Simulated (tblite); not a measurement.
Record of a relaxation.

C₅H₉BF₂Ge.
Atom-mapped SMILES: `[F:1][B:2]([F:3])[CH2:4][GeH:5]1[CH2:6][CH:7]=[CH:8][CH2:9]1` (hydrogens: H10, H11 on C4; H12 on Ge5; H13, H14 on C6; H15 on C7; H16 on C8; H17, H18 on C9)

Computed with GFN2-xTB (tblite), gas phase: L-BFGS steps from a force-field or distance-geometry start until the largest atomic force falls under 0.01 eV/Å. 10 of its 219 geometries are shown.

Step 0: E = -759.8274 eV, largest atomic force 4.657 eV/Å
```
atom  x, y, z in Å  |  force x, y, z in eV/Å
F1      2.903    1.926   -0.410    0.480  -3.248   1.602
B2      2.976    0.563    0.088    1.726   0.193  -2.761
F3      4.235   -0.119   -0.167   -2.669   2.105   0.840
C4      1.684   -0.376    0.123    1.689  -0.222   1.492
Ge5     0.197    0.531   -0.657   -0.216   1.991  -1.549
C6     -0.971   -0.661   -1.683    0.983  -0.188  -0.785
C7     -1.899   -1.016   -0.602   -1.355  -3.576  -2.273
C8     -2.015   -0.282    0.437   -2.273   0.181   4.061
C9     -1.236    0.941    0.593    0.159   1.316   0.364
H10     1.924   -1.260   -0.504    0.005   0.312   0.692
H11     1.450   -0.708    1.182    0.188   0.111  -1.251
H12     0.586    1.752   -1.509    0.094  -0.233   0.184
H13    -1.457   -0.139   -2.520    0.052  -0.298   0.233
H14    -0.403   -1.525   -2.087   -0.610   0.235   0.056
H15    -2.509   -1.965   -0.719    0.646   1.124   0.094
H16    -2.748   -0.566    1.279    1.038   0.444  -1.246
H17    -1.865    1.800    0.264    0.530  -0.311   0.401
H18    -0.863    1.109    1.613   -0.466   0.064  -0.155
```

Step 24: E = -761.1501 eV, largest atomic force 0.097 eV/Å
```
atom  x, y, z in Å  |  force x, y, z in eV/Å
F1      3.027    1.824   -0.125    0.005   0.018   0.020
B2      3.067    0.503   -0.072   -0.007  -0.011   0.013
F3      4.287    0.007   -0.102    0.027  -0.005  -0.046
C4      1.765   -0.341    0.028    0.085   0.020   0.032
Ge5     0.188    0.608   -0.752   -0.074   0.041  -0.048
C6     -0.994   -0.697   -1.689   -0.020  -0.013   0.028
C7     -1.968   -1.074   -0.609    0.036   0.044  -0.001
C8     -2.086   -0.309    0.467    0.038   0.032  -0.040
C9     -1.244    0.928    0.600   -0.023  -0.036  -0.002
H10     1.878   -1.329   -0.415    0.027   0.000  -0.012
H11     1.545   -0.512    1.082   -0.070  -0.009   0.037
H12     0.611    1.824   -1.555   -0.023  -0.049   0.007
H13    -1.524   -0.230   -2.522    0.000  -0.013   0.027
H14    -0.481   -1.571   -2.090   -0.030  -0.036   0.018
H15    -2.560   -1.969   -0.740    0.011   0.049  -0.020
H16    -2.786   -0.539    1.258    0.024   0.008  -0.028
H17    -1.832    1.809    0.335   -0.004  -0.006   0.011
H18    -0.902    1.072    1.625    0.000  -0.034   0.004
```

Step 48: E = -761.1867 eV, largest atomic force 0.104 eV/Å
```
atom  x, y, z in Å  |  force x, y, z in eV/Å
F1      3.017    1.841    0.283    0.026  -0.047   0.021
B2      3.047    0.558   -0.045    0.014   0.067  -0.074
F3      4.205    0.156   -0.532   -0.017   0.045  -0.002
C4      1.786   -0.332    0.074    0.030   0.007  -0.004
Ge5     0.197    0.564   -0.778    0.063  -0.003  -0.027
C6     -0.982   -0.763   -1.682    0.062   0.018  -0.022
C7     -2.025   -1.034   -0.644   -0.007   0.002   0.011
C8     -2.115   -0.265    0.429   -0.043   0.047  -0.021
C9     -1.196    0.904    0.613    0.092   0.037  -0.024
H10     1.938   -1.323   -0.345   -0.016  -0.019   0.009
H11     1.505   -0.449    1.119   -0.034  -0.052   0.033
H12     0.618    1.709   -1.685   -0.029   0.013   0.099
H13    -1.440   -0.337   -2.575   -0.016  -0.031  -0.020
H14    -0.482   -1.684   -1.983   -0.021  -0.023  -0.019
H15    -2.694   -1.865   -0.802   -0.029  -0.064   0.001
H16    -2.855   -0.446    1.193   -0.068   0.007   0.044
H17    -1.732    1.841    0.456   -0.018  -0.025  -0.022
H18    -0.800    0.929    1.628    0.010   0.021   0.017
```

Step 73: E = -761.2246 eV, largest atomic force 0.073 eV/Å
```
atom  x, y, z in Å  |  force x, y, z in eV/Å
F1      3.106    1.718    0.698    0.017  -0.035  -0.031
B2      3.005    0.631   -0.049    0.058  -0.017   0.001
F3      3.896    0.559   -1.023   -0.016   0.055   0.045
C4      1.857   -0.387    0.116   -0.058  -0.029  -0.002
Ge5     0.240    0.474   -0.738    0.021  -0.028  -0.009
C6     -0.948   -0.852   -1.640    0.019  -0.011   0.015
C7     -2.076   -0.993   -0.664   -0.057   0.026  -0.022
C8     -2.180   -0.181    0.376   -0.030   0.027  -0.027
C9     -1.167    0.899    0.607    0.020   0.008   0.011
H10     2.050   -1.339   -0.370    0.008   0.012  -0.037
H11     1.583   -0.576    1.151    0.010   0.016   0.021
H12     0.652    1.631   -1.625   -0.002   0.035  -0.019
H13    -1.323   -0.487   -2.597    0.011   0.018   0.034
H14    -0.483   -1.819   -1.832    0.017  -0.017   0.010
H15    -2.803   -1.768   -0.854   -0.025  -0.037   0.023
H16    -2.993   -0.266    1.085    0.008  -0.004  -0.020
H17    -1.606    1.884    0.442   -0.043  -0.034  -0.008
H18    -0.821    0.878    1.641    0.043   0.015   0.016
```

Step 97: E = -761.2369 eV, largest atomic force 0.059 eV/Å
```
atom  x, y, z in Å  |  force x, y, z in eV/Å
F1      3.271    1.519    0.974    0.007  -0.004   0.009
B2      3.018    0.664   -0.001   -0.041   0.041  -0.010
F3      3.742    0.865   -1.088    0.022   0.000   0.003
C4      1.883   -0.383    0.057    0.009  -0.020   0.006
Ge5     0.236    0.454   -0.755   -0.005   0.010   0.056
C6     -0.934   -0.928   -1.583   -0.012  -0.019   0.004
C7     -2.117   -0.967   -0.664   -0.032   0.020  -0.010
C8     -2.220   -0.118    0.344    0.017  -0.007   0.027
C9     -1.158    0.911    0.598    0.018   0.017  -0.024
H10     2.103   -1.273   -0.525    0.022   0.003  -0.028
H11     1.624   -0.682    1.069   -0.014   0.001   0.001
H12     0.582    1.589   -1.698    0.043   0.005   0.008
H13    -1.247   -0.659   -2.592   -0.018  -0.003  -0.003
H14    -0.470   -1.913   -1.647   -0.004  -0.028  -0.009
H15    -2.880   -1.707   -0.861    0.000  -0.018   0.006
H16    -3.066   -0.137    1.018   -0.011   0.002  -0.008
H17    -1.565    1.911    0.445   -0.010   0.005   0.018
H18    -0.813    0.861    1.632    0.007  -0.005  -0.046
```

Step 121: E = -761.2549 eV, largest atomic force 0.178 eV/Å
```
atom  x, y, z in Å  |  force x, y, z in eV/Å
F1      3.182    1.264    1.356   -0.001   0.067  -0.016
B2      2.939    0.771    0.156   -0.034  -0.120  -0.035
F3      3.576    1.389   -0.826   -0.038  -0.007   0.067
C4      1.939   -0.385   -0.103    0.102  -0.143   0.031
Ge5     0.241    0.370   -0.858   -0.044  -0.009  -0.002
C6     -0.986   -1.064   -1.513    0.009  -0.019   0.016
C7     -2.180   -0.932   -0.615    0.007  -0.014  -0.026
C8     -2.222   -0.003    0.324   -0.017   0.039  -0.027
C9     -1.063    0.924    0.542    0.007   0.037  -0.041
H10     2.317   -1.095   -0.842   -0.029   0.097   0.085
H11     1.681   -0.930    0.808    0.036   0.044  -0.138
H12     0.570    1.422   -1.898   -0.015   0.013   0.008
H13    -1.300   -0.941   -2.551    0.066   0.014   0.005
H14    -0.551   -2.061   -1.428   -0.019  -0.022  -0.002
H15    -3.000   -1.617   -0.780   -0.027   0.022   0.013
H16    -3.089    0.134    0.953   -0.007  -0.066   0.057
H17    -1.387    1.959    0.443   -0.012   0.039   0.036
H18    -0.675    0.802    1.556    0.016   0.030  -0.031
```

Step 145: E = -761.2782 eV, largest atomic force 0.040 eV/Å
```
atom  x, y, z in Å  |  force x, y, z in eV/Å
F1      2.715    1.204    1.547   -0.004  -0.013   0.000
B2      2.772    0.792    0.293   -0.011   0.036   0.013
F3      3.421    1.620   -0.509    0.019  -0.018   0.006
C4      2.012   -0.444   -0.235    0.005   0.000   0.002
Ge5     0.272    0.289   -0.935    0.015  -0.007  -0.016
C6     -1.022   -1.135   -1.475    0.025   0.003   0.009
C7     -2.192   -0.886   -0.570    0.010  -0.002   0.007
C8     -2.152    0.069    0.344   -0.025   0.015  -0.025
C9     -0.947    0.952    0.489   -0.024  -0.002   0.002
H10     2.520   -0.939   -1.056   -0.003  -0.012  -0.033
H11     1.776   -1.174    0.535   -0.003  -0.008   0.011
H12     0.577    1.286   -2.035   -0.002   0.025  -0.010
H13    -1.325   -1.074   -2.520   -0.008   0.017   0.006
H14    -0.632   -2.142   -1.319   -0.010  -0.015   0.013
H15    -3.063   -1.515   -0.692    0.019  -0.019   0.010
H16    -2.990    0.252    1.002    0.001   0.004   0.025
H17    -1.236    1.997    0.374    0.013   0.007  -0.003
H18    -0.512    0.853    1.486   -0.017  -0.011  -0.016
```

Step 170: E = -761.2843 eV, largest atomic force 0.016 eV/Å
```
atom  x, y, z in Å  |  force x, y, z in eV/Å
F1      2.482    1.112    1.605    0.000   0.001   0.009
B2      2.736    0.756    0.356   -0.002  -0.004   0.015
F3      3.553    1.579   -0.276    0.007   0.006  -0.013
C4      2.018   -0.427   -0.330   -0.009  -0.004   0.004
Ge5     0.262    0.309   -0.983   -0.010  -0.003  -0.004
C6     -1.029   -1.141   -1.459    0.013   0.004  -0.002
C7     -2.170   -0.900   -0.517    0.005  -0.002  -0.002
C8     -2.127    0.084    0.366   -0.002   0.000   0.002
C9     -0.933    0.987    0.455   -0.001   0.000   0.003
H10     2.559   -0.828   -1.182    0.006  -0.007  -0.011
H11     1.778   -1.235    0.357   -0.002   0.002   0.004
H12     0.530    1.302   -2.100    0.003   0.003  -0.005
H13    -1.374   -1.093   -2.492   -0.004   0.008  -0.004
H14    -0.618   -2.140   -1.308   -0.003  -0.004   0.005
H15    -3.023   -1.562   -0.587   -0.003  -0.002  -0.001
H16    -2.944    0.267    1.050   -0.001  -0.008   0.007
H17    -1.232    2.027    0.325   -0.001   0.002  -0.001
H18    -0.475    0.911    1.443    0.004   0.009  -0.007
```

Step 194: E = -761.2859 eV, largest atomic force 0.021 eV/Å
```
atom  x, y, z in Å  |  force x, y, z in eV/Å
F1      2.502    1.188    1.562    0.003  -0.015  -0.015
B2      2.761    0.742    0.343    0.001   0.014   0.001
F3      3.646    1.472   -0.313   -0.012  -0.004   0.008
C4      1.989   -0.435   -0.292    0.000   0.005   0.011
Ge5     0.258    0.337   -0.975   -0.002  -0.012   0.000
C6     -1.029   -1.100   -1.498   -0.003  -0.003  -0.002
C7     -2.148   -0.924   -0.516    0.003   0.000   0.003
C8     -2.114    0.041    0.388   -0.004   0.001   0.001
C9     -0.957    0.993    0.457   -0.001   0.003   0.003
H10     2.512   -0.894   -1.126    0.001  -0.005   0.006
H11     1.714   -1.202    0.429   -0.003   0.004  -0.008
H12     0.559    1.344   -2.070    0.002   0.000  -0.005
H13    -1.400   -0.990   -2.517   -0.002   0.002   0.004
H14    -0.611   -2.104   -1.420    0.001   0.007  -0.002
H15    -2.978   -1.615   -0.574    0.008  -0.002  -0.004
H16    -2.915    0.176    1.102   -0.001  -0.004   0.002
H17    -1.301    2.016    0.299    0.003   0.005  -0.002
H18    -0.496    0.963    1.445    0.003   0.003   0.000
```

Step 218: E = -761.2874 eV, largest atomic force 0.010 eV/Å
```
atom  x, y, z in Å  |  force x, y, z in eV/Å
F1      2.466    1.105    1.625   -0.001   0.000  -0.003
B2      2.726    0.716    0.387    0.001  -0.001   0.003
F3      3.593    1.488   -0.242   -0.003  -0.001   0.000
C4      1.970   -0.446   -0.295    0.004  -0.003   0.003
Ge5     0.261    0.348   -1.008    0.007   0.006   0.002
C6     -1.038   -1.078   -1.523    0.000  -0.001   0.006
C7     -2.110   -0.946   -0.481   -0.002  -0.010  -0.002
C8     -2.070    0.026    0.415    0.001  -0.002  -0.006
C9     -0.951    1.026    0.416   -0.001   0.000   0.004
H10     2.515   -0.889   -1.123   -0.006   0.003  -0.004
H11     1.674   -1.228    0.401   -0.002   0.005  -0.001
H12     0.592    1.341   -2.107    0.000   0.002   0.000
H13    -1.460   -0.925   -2.516    0.002  -0.003   0.004
H14    -0.614   -2.083   -1.508   -0.007   0.000  -0.004
H15    -2.910   -1.672   -0.494   -0.004   0.001   0.001
H16    -2.838    0.133    1.169    0.007  -0.003  -0.005
H17    -1.340    2.024    0.211    0.009  -0.002   0.002
H18    -0.473    1.065    1.396   -0.005   0.008  -0.001
```

Task: Summarise the path.

Result: The energy falls by 1.4600 eV from step 0 to step 218; nine tenths of that is first reached at step 17. It falls at every step. The largest force goes from 4.657 to 0.010 eV/Å. Among the bonds B2–F3 changes most, from 1.455 to 1.321 Å; the atoms move by 0.879 Å rms after alignment.

What follows is the cost of the whole relaxation. On Arm Neoverse V1, one thread, no GPU, on a shared host, this took 1.7 s.
